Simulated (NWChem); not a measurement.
Species: C$_{2}$H$_{8}$OSi; SMILES O[SiH2]CC

```xyz
12

Si     0.5356    -0.7463     0.1677
O     -0.8648    -1.5807    -0.2107
C      0.5131     1.0460    -0.4243
C     -0.6043     1.9081     0.1907
H      1.6226    -1.4992    -0.5080
H      0.7721    -0.7519     1.6451
H     -1.6644    -1.3138     0.2627
H      0.4332     1.0528    -1.5199
H      1.4953     1.4838    -0.1908
H     -0.5243     1.9487     1.2840
H     -0.5708     2.9397    -0.1790
H     -1.5967     1.5095    -0.0543
```
Atoms are numbered in this order, from 1.

Program: NWChem. Structure relaxed at the B3LYP/6-31G* (spherical d) level. Level B3LYP/def2-SVP: energy and gradient on several grids; changes count from the extra-fine grid, which is no exact limit either.

```
grid     size of the energy change (μHa)  largest change of a gradient component (μHa/bohr)  time, medium = 1 (rough)
-------  -------------------------------  -------------------------------------------------  ------------------------
xcoarse                             < 10                                               2000                   about 1
coarse                                10                                                300                   about 1
medium                              < 10                                                 70                   about 1
fine                                < 10                                               < 30                   about 1
xfine                               < 10                                               < 30                         3
```
